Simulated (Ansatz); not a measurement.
Compare A (`ClB(Cl)[SiH2][GeH3]`) with its isomer B (`[SiH3][GeH2][B](Cl)Cl`).

Gas-phase electronic energies from Ansatz, PBE0-D4/def2-TZVP geometries. CCSD(T)/CBS is the MP2 limit (def2-TZVPP, def2-QZVPP) plus CCSD(T) − MP2 in def2-TZVPP, frozen cores. DFT in def2-TZVPP. B3LYP here is the variant with VWN-RPA as its local correlation; programs differ in this. For Ge outer-core shells are correlated without core-valence functions, which leaves a few kJ/mol of doubt a bond. Scalar relativity is left out up to krypton. Each species was taken in one conformer, which may not be the lowest.

Q: Which is lower in electronic energy at CCSD(T)/CBS, and by how much? (Best estimate.)

A: Ansatz gave: B, by 9.9 kJ/mol.

Q: Give E(B) − E(A) in kJ/mol with B3LYP-D4, B3LYP, B2PLYP, PBE-D4, ωB97M-V, r2SCAN-D4, MP2/def2-TZVPP. (Estimate.)

A: Ansatz gave: B3LYP-D4 -5.9, B3LYP -6.7, B2PLYP -8.2, PBE-D4 -3.8, ωB97M-V -8.2, r2SCAN-D4 -5.5, MP2/def2-TZVPP -11.6. None reverses the order clearly.

Largest T1 diagnostic: 0.013.
